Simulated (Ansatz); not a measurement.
C$_{3}$H$_{8}$OSi, SMILES `CC1(O)C[SiH2]1`, relaxed with RKS PBE0-D4/def2-TZVP in Ansatz from a PBE-D4/def2-SVP geometry. The force threshold is 0.005 eV/Å; the program also tests the step.

Total charge 0; spin multiplicity 1.

Start:

```xyz
13

C    -1.224    0.355    0.878
C    -0.272   -0.250   -0.135
O    -0.823   -1.308   -0.890
C     0.520    0.706   -1.029
Si    1.628   -0.269    0.146
H    -1.550   -0.400    1.623
H    -2.128    0.745    0.359
H    -0.754    1.189    1.436
H    -0.979   -2.046   -0.273
H     0.362    1.787   -0.870
H     0.534    0.416   -2.094
H     2.427   -1.387   -0.440
H     2.261    0.462    1.290
```

| step | energy (eV) | largest force (eV/Å) | largest move (Å) |
| --- | --- | --- | --- |
| 1 | -13157.8062 | 0.623 | 0.000 |
| 2 | -13157.8561 | 0.272 | 0.026 |
| 3 | -13157.8644 | 0.049 | 0.027 |
| 4 | -13157.8648 | 0.023 | 0.007 |
| 5 | -13157.8649 | 0.020 | 0.009 |
| 6 | -13157.8650 | 0.009 | 0.004 |
| 7 | -13157.8650 | 0.006 | 0.003 |
| 8 | -13157.8650 | 0.001 | 0.002 |

End:

```xyz
13

C    -1.200    0.358    0.874
C    -0.260   -0.258   -0.126
O    -0.831   -1.301   -0.878
C     0.512    0.703   -1.025
Si    1.604   -0.254    0.132
H    -1.533   -0.378    1.610
H    -2.082    0.758    0.361
H    -0.720    1.175    1.419
H    -0.956   -2.055   -0.297
H     0.333    1.762   -0.870
H     0.525    0.413   -2.071
H     2.410   -1.360   -0.424
H     2.200    0.439    1.297
```

It took 21 s on 4 threads of a server CPU on a shared host, with 0.58 GiB of host memory at the peak.
